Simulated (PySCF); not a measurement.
Atom-mapped SMILES (the numbers label the heavy atoms): `[OH:1][CH2:2][c:3]1[cH:4][cH:5][cH:6][cH:7][c:8]1[F:9]` (H(Xn): hydrogen on atom n).

Geometry: PBE0-D3(BJ)/def2-TZVP; GIAO absolute shieldings from PySCF, gas phase, non-relativistic, averaged over equivalent atoms.

At KT3/pcSseg-2 (422 basis functions, 3.4 min wall time (6.6 min CPU) on 2 threads of an Intel Xeon, shared host):
```csv
atoms,σ (ppm)
O1,294.1
C8,20.9
C3,52.9
C6,57.2
C4,59.8
C5,61.8
C7,71.0
C2,117.9
F9,283.4
H(C4),23.84
H(C6),24.34
H(C5),24.42
H(C7),24.66
H(C2),26.55
H(O1),31.64
```

Estimate the result of repeating the calculation with PBE0/pcSseg-2.

## Answers


```csv
atoms,σ at PBE0/pcSseg-2,change
O1,306.1,+12.0
C8,13.8,-7.1
C3,44.9,-8.0
C6,48.2,-9.0
C4,50.5,-9.3
C5,53.1,-8.7
C7,62.7,-8.3
C2,121.5,+3.6
F9,298.3,+14.9
H(C4),23.46,-0.38
H(C6),23.95,-0.39
H(C5),24.02,-0.40
H(C7),24.25,-0.41
H(C2),26.53,-0.02
H(O1),31.33,-0.31
```

The largest change is at F9 (aryl fluorine). Cost: 422 basis functions, 3.2 min wall time (6.2 min CPU) on 2 threads of an Intel Xeon, shared host. The order of the carbon signals is the same at both levels.
